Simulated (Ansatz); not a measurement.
Reaction (redistribution): `NB(N)F` + `CCB(F)S` → `CCB(N)N` + `FB(F)S`

Computed with Ansatz on PBE0-D4/def2-TZVP structures; ΔE is electronic, products minus reactants. CBS: MP2 limit from def2 TZ/QZ plus the TZ coupled-cluster correction, frozen cores. This one scheme is used for every species. Functionals use def2-TZVPP. HSE06 is defined as in plane-wave codes. Each species was taken in one conformer, which may not be the lowest.

`NB(N)F`:

```xyz
8

N    -0.156    0.185   -1.243
B     0.439    0.014    0.022
N    -0.269   -0.198    1.222
F     1.787    0.056    0.090
H     0.401    0.333   -2.065
H    -1.145    0.172   -1.409
H    -1.268   -0.248    1.287
H     0.210   -0.314    2.095
```

`CCB(F)S`:

```xyz
11

C    -0.035    1.226    0.951
C     0.463   -0.154    0.523
B    -0.288   -0.736   -0.718
F    -1.616   -0.647   -0.791
S     0.604   -1.550   -2.059
H     0.461    1.561    1.864
H    -1.111    1.218    1.138
H     0.158    1.974    0.178
H     0.299   -0.869    1.343
H     1.544   -0.143    0.356
H    -0.478   -1.879   -2.786
```

`CCB(N)N`:

```xyz
14

C     0.469    1.719    0.229
C     0.633    0.466   -0.635
B    -0.217   -0.754   -0.085
N     0.339   -1.610    0.896
N    -1.542   -0.951   -0.544
H     1.057    2.559   -0.152
H     0.787    1.535    1.259
H    -0.575    2.039    0.270
H     1.694    0.197   -0.681
H     0.340    0.699   -1.665
H    -0.150   -2.373    1.328
H     1.277   -1.494    1.233
H    -1.955   -0.362   -1.242
H    -2.158   -1.670   -0.210
```

`FB(F)S`:

Cartesian coordinates in Å:
```
F -0.045 1.523 0.952
B -0.085 0.522 0.096
F -0.507 0.766 -1.130
S 0.434 -1.115 0.635
H 0.203 -1.697 -0.553
```

| level | ΔE (kJ/mol) | difference from CCSD(T)/CBS |
| --- | --- | --- |
| revPBE-D4 | 3.4 | -3.5 |
| r2SCANh-D4 | 8.6 | 1.7 |
| r2SCAN | 8.7 | 1.8 |
| HSE06 | 8.6 | 1.7 |
| BHLYP | 11.6 | 4.7 |
| LC-ωPBE | 9.5 | 2.6 |
| RPA@PBE/def2-TZVPP | 3.8 | -3.1 |
| CCSD/def2-SVP | 6.6 | -0.3 |
| HF/def2-TZVPP | 14.2 | 7.3 |
| SCS-MP2/def2-QZVPP | 6.3 | -0.6 |
| CCSD(T)/CBS | 6.9 | 0 |

Largest T1 diagnostic among the species: 0.013.

Leaving LDA and LC-ωPBE aside and taking each functional with its dispersion term where it has one, the values, not all of them listed here, spread over 7.0 kJ/mol, from revPBE-D4 to BHLYP-D4. From BLYP to BHLYP (50 % exact exchange), in def2-TZVPP and without D4, ΔE moves by +3.3 kJ/mol.
